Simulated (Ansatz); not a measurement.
Total energies of `CCCCCCCCCCCCCCCCCCS` from Ansatz at PBE0-D4/def2-TZVP, gas phase (1 Eh = 27.2114 eV = 2625.5 kJ/mol). The reference geometry is relaxed at PBE-D4/def2-SVP.

```csv
state,geometry,energy (Eh)
charge 0 singlet,reference,-1106.29184
charge 1 doublet,reference,-1105.97265
charge -1 doublet,reference,-1106.23200
free C atom (triplet),–,-37.80537
free S atom (triplet),–,-397.97371
free H atom (doublet),–,-0.50104
```

Single mean-field runs in def2-TZVP are fitted with def2-universal-jkfit.

Problem. Work out the vertical ionisation energy to the doublet.

Solution. E(charge 1 doublet) − E(charge 0 singlet) = -1105.97265 − (-1106.29184) = 0.31919 Eh = 8.69 eV. For comparison, −ε of the highest occupied level is 6.75 eV at this level, 1.94 eV less.

Problem. Work out the vertical electron affinity, to the doublet.

Solution. E(charge 0 singlet) − E(charge -1 doublet) = -1106.29184 − (-1106.23200) = -0.05984 Eh = -1.63 eV; negative, so the extra electron isn't bound. The basis lacks diffuse functions, which makes affinities too small.

Problem. Give the fundamental gap IE − EA, the Mulliken electronegativity (IE + EA)/2 and the hardness (IE − EA)/2.

Solution. From the values in Eh: IE − EA = 0.31919 − (-0.05984) = 0.37903 Eh = 10.31 eV; (IE + EA)/2 = 3.53 eV; (IE − EA)/2 = 5.16 eV. The HOMO–LUMO gap of the same run is 7.22 eV, 3.09 eV smaller than the fundamental gap.

Problem. What is the binding energy per atom against free atoms?

Solution. Atoms: 18 × (-37.80537) + 1 × (-397.97371) + 38 × (-0.50104) = -1097.50989 Eh. Binding: -1097.50989 − (-1106.29184) = 8.78195 Eh = 238.97 eV, or 4.19 eV for each of 57 atoms (no zero-point energy, no counterpoise term).

At PBE0-D4/def2-TZVP the highest occupied level of the charge -1 doublet lies above zero (up to 2.62 eV). By energy differences it is unbound by 1.63 eV (vertical, to the charge 0 singlet, at PBE0-D4/def2-TZVP) and held by the finite basis.
